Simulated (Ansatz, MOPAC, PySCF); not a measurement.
Dimer: dimethyl selenide (SMILES C[Se]C) (first 9 atoms) with NH3 (SMILES N); geometry from B3LYP-D3(BJ)/def2-TZVP, rigid monomers moved along the line of their centres of mass till H8···N10 is 2.44 Å.
(charge 0, multiplicity 1):
```xyz
13

C     -0.799     0.063    -1.832
Se    -0.605     0.357     0.097
C      1.318     0.730     0.103
H     -0.178    -0.773    -2.148
H     -1.845    -0.170    -2.018
H     -0.525     0.964    -2.377
H      1.860    -0.113    -0.322
H      1.587     0.856     1.149
H      1.525     1.638    -0.460
N      0.354     0.173     3.145
H      0.750    -0.197     4.002
H     -0.391     0.809     3.404
H     -0.075    -0.599     2.645
```

Counterpoise-corrected where a basis set is named; no monomer relaxation. Rows marked so take none.

Frozen-core correlation. Filled d and f shells under p-block atoms count as core. Rows in 3-21G, 6-31G*, STO-3G carry no dispersion term and start afresh at each structure (6-31G* with six Cartesian d functions); the Pople sets are all-electron and without relativity. The state reached by PM7 isn't checked; PM7 holds dispersion and hydrogen-bond terms.

Run with Ansatz (an electronic-structure program) with Gaussian orbitals; MOPAC for PM7 (differences of heats of formation); PySCF for 3-21G rows, 6-31G* rows, STO-3G rows, the dispersion terms. 

| level | interaction energy (kcal/mol) |
|---|---|
| PM7 | -0.42 |
| HF/STO-3G (no counterpoise) | -0.29 |
| HF/3-21G (no counterpoise) | -3.37 |
| HF/6-31G* | 0.54 |
| r2SCAN/def2-TZVPPD | -1.74 |
| r2SCAN-D4/def2-TZVPPD | -2.16 |
| PBE0-D3(BJ)/def2-TZVPPD | [?] |
| wB97M-V/def2-TZVPPD | -2.18 |
| CCSD(T)/aug-cc-pVDZ | [?] |

**Question.** What belongs in the gaps?

**Answer.** 
- PBE0-D3(BJ)/def2-TZVPPD, interaction energy (kcal/mol): -2.39
- CCSD(T)/aug-cc-pVDZ, interaction energy (kcal/mol): -1.40
